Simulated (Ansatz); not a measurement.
Abridged output of a molecular run in Ansatz:

```
Functional definition: HF
1753 factors; integrals over basis functions are off by at most 7.1e-4 eV
mean field evaluation 1: about -23171.1625 eV, gradient 4.3e1 eV
mean field evaluation 2: about -23171.3572 eV, gradient 4.4e1 eV
mean field evaluation 4: about -23175.4900 eV, gradient 3.9e0 eV
mean field evaluation 8: about -23175.5540 eV, gradient 2.9e-1 eV
mean field -23175.55432441 eV, -851.6859124670 hartree, gradient 7.5e-6 eV, S^2 0.000000; 0 other end points of the search recorded, 0 dependent functions left out
12 core orbitals not correlated: weight in the atoms' cores, before any rotation towards them, 1.000 or more for the frozen orbitals, at most 0.000 for the correlated occupied ones
reference -23175.55432441 eV, -851.6859124670 hartree; 21, 21 occupied and 236, 236 virtual orbitals, 1753 factors
second order -30.44527205 eV of doubles, -0.00000000 eV of singles
cycle   1  -30.60552870 eV  change   -1.6e-1 eV  update   1.2e-1
cycle   2  -31.26825470 eV  change   -6.6e-1 eV  update   3.6e-2
cycle   3  -31.42817900 eV  change   -1.6e-1 eV  update   2.0e-2
cycle   4  -31.42037264 eV  change    7.8e-3 eV  update   4.7e-3
cycle   5  -31.41518086 eV  change    5.2e-3 eV  update   1.8e-3
cycle   6  -31.41580871 eV  change   -6.3e-4 eV  update   5.6e-4
cycle   7  -31.41580323 eV  change    5.5e-6 eV  update   2.0e-4
cycle   8  -31.41569150 eV  change    1.1e-4 eV  update   5.9e-5
cycle   9  -31.41569624 eV  change   -4.7e-6 eV  update   2.4e-5
perturbative correction -1.10183276 eV, -0.0404916071 hartree
Total energy: -23208.07185340 eV, -852.8809096165 hartree
```

Its atoms:

```xyz
11

C     0.128   -0.692    1.303
C     0.776    0.291    0.340
Sn   -0.423    0.605   -1.391
F    -2.119    1.218   -0.728
Cl   -0.901   -1.467   -2.330
H    -0.027   -1.668    0.838
H     0.762   -0.839    2.182
H    -0.843   -0.332    1.650
H     1.751   -0.060   -0.006
H     0.923    1.273    0.796
H    -0.027    1.672   -2.654
```

Task: Which basis set was used?
A. def2-TZVPP
B. def2-QZVPP
C. def2-SVP
D. cc-pV(Q+d)Z

Result: A. It gives 269 functions.

Task: Write the keys of the input that set method, charge and spin (a neutral closed shell needs none for the last two).

Result: 
```yaml
correlation: {method: ccsd_t}
```
